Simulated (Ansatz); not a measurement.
A structure relaxed at B3LYP-D4/def2-TZVP in Ansatz, charge 0, singlet:

```xyz
4

Al   -1.328   -0.287    0.067
Cl    3.114    0.244    0.777
Cl   -2.475    0.256   -1.593
Cl    0.688   -0.213    0.749
```

(1) Give its formula and point group.

(2) Summarise the bond lengths by kind (pairs closer than 1.2 times the sum of covalent radii, bridged metal pairs left out).

Answers

(1) the cluster AlCl₃. Point group Cs (tolerance 0.1 Å).

(2) 2 × Al–Cl 2.09 to 2.13 Å.

The restricted singlet is unstable towards broken spin symmetry in Hartree–Fock (as tested in another run); at B3LYP-D4/def2-TZVP this wasn't settled. In the singlet, Cl2 and Cl4 lie 2.47 Å apart (atoms count from 1), so these atoms are partly bonded to each other. Another isomer (singlet) lies 4.81 eV lower at PBE0-D4/def2-TZVP; other spin states weren't run for this one.
